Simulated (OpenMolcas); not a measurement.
# Ti2+: effect of the metal basis and ligand basis

Ti2+ with 4 ligands (bromide) in tetrahedral coordination (Td) at 2.64 Å. A charge of +0.5 e stands 3.2 Å behind each ligand.

```
Program             : OpenMolcas
Method              : CASSCF
Spin-orbit coupling : state interaction with AMFI integrals over the reference wave functions
```

Fixed: active space 2 electrons in 5 orbitals (3d), DKH2 Hamiltonian.

States (labels of Td). Energies in cm-1 above the lowest state or level, χT in cm3 K/mol.

| Run | Metal basis | Ligand basis | Ground state | First state of that spin | First gap with spin-orbit (degeneracies) | χT at 300 K | First state of another spin | Cost |
| --- | --- | --- | --- | --- | --- | --- | --- | --- |
| A | ANO-RCC-VDZP | ANO-RCC-VDZP | 3A2 | 3T2 2595 | 2582 (3, 1) | 1.057 | 1E 11373 | roughly 50 core-seconds |
| B | ANO-RCC-VTZP | ANO-RCC-VTZP | 3A2 | 3T2 2565 | 2555 (3, 1) | 1.059 | 1E 11379 | roughly 5 core-minutes |

Against A, the first state of the same spin changes by -1.2 % in B.

Costs are those of the RASSCF and RASSI steps.

Without dynamic correlation the repulsion within the d shell is too large (B by tens of per cent), so at a given field states of lower spin stand too high. Ligand-to-metal charge-transfer states are missing. With no ligand orbital active B as a rule stays too high, so bands that hang on it stand too high and its fall with covalency is understated. With metal d orbitals alone and no dynamic correlation the field as a rule comes out too small, by tens of per cent, by up to half for chloride and softer ligands. No measured value stands beside these numbers; the geometry was imposed, not optimised, and the real ion may take another.
